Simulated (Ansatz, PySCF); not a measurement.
C5H7O, SMILES O=C1C[CH]CC1, multiplicity 2. Atoms are numbered in the order given.

```xyz
13

O      0.8280     1.8452     0.5286
C      0.3713     0.7833     0.1932
C      1.1422    -0.5394     0.1439
C      0.1058    -1.5644    -0.1703
C     -1.2799    -0.9827    -0.2112
C     -1.0684     0.5393    -0.2608
H      1.6635    -0.6926     1.1091
H      1.9472    -0.4611    -0.6131
H      0.3107    -2.6339    -0.2567
H     -1.8521    -1.2690     0.6948
H     -1.8691    -1.3616    -1.0641
H     -1.1444     0.9251    -1.2922
H     -1.7637     1.1296     0.3533
```
Charge 0, spin multiplicity 2.

The structure is a stationary point at ωB97X-D3(BJ)/def2-SVP. The isomer is the one that the SMILES or the coordinates give; other isomers of the formula were not compared. The values are those of a single conformer.

Two levels are set side by side: PBE-D3(BJ)/def2-SVP (Ansatz, a first-principles code) and ωB97X-D3(BJ)/def2-SVP (PySCF). Each level has its own optimised geometry; the coordinates shown are those of the second. Frequencies come from the Hessian of PySCF at each geometry. Differences are taken from unrounded values.

```tsv
quantity	ωB97X-D3(BJ)
mean bond length (Å)	1.271
bond O1–C2 (Å)	1.204
bond C2–C3 (Å)	1.532
bond C2–C6 (Å)	1.529
bond C3–C4 (Å)	1.491
bond C4–C5 (Å)	1.503
bond C5–C6 (Å)	1.537
bond C3–H7 (Å)	1.108
bond C3–H8 (Å)	1.108
bond C4–H9 (Å)	1.092
bond C5–H10 (Å)	1.109
bond C5–H11 (Å)	1.104
bond C6–H12 (Å)	1.104
bond C6–H13 (Å)	1.100
highest harmonic wavenumber (cm⁻¹)	3242
mean harmonic wavenumber (cm⁻¹)	1426
zero-point energy (kcal/mol)	67.28
```

Q: What does PBE-D3(BJ) give, and how far is it from ωB97X-D3(BJ)? (An estimate is asked for; the answer gives what the named calculation found.)

A: 
| quantity | PBE-D3(BJ) | PBE-D3(BJ) minus ωB97X-D3(BJ) |
|---|---|---|
| mean bond length (Å) | 1.277 | 0.007 |
| bond O1–C2 (Å) | 1.214 | 0.010 |
| bond C2–C3 (Å) | 1.540 | 0.009 |
| bond C2–C6 (Å) | 1.536 | 0.007 |
| bond C3–C4 (Å) | 1.488 | -0.003 |
| bond C4–C5 (Å) | 1.502 | -0.001 |
| bond C5–C6 (Å) | 1.540 | 0.002 |
| bond C3–H7 (Å) | 1.118 | 0.010 |
| bond C3–H8 (Å) | 1.118 | 0.010 |
| bond C4–H9 (Å) | 1.099 | 0.007 |
| bond C5–H10 (Å) | 1.119 | 0.010 |
| bond C5–H11 (Å) | 1.113 | 0.009 |
| bond C6–H12 (Å) | 1.112 | 0.009 |
| bond C6–H13 (Å) | 1.107 | 0.008 |
| highest harmonic wavenumber (cm⁻¹) | 3144 | -98 |
| mean harmonic wavenumber (cm⁻¹) | 1364 | -62 |
| zero-point energy (kcal/mol) | 64.35 | -2.93 |

Exact exchange shortens and stiffens bonds; PBE has none. Differences between two approximate levels are no errors against the true value.
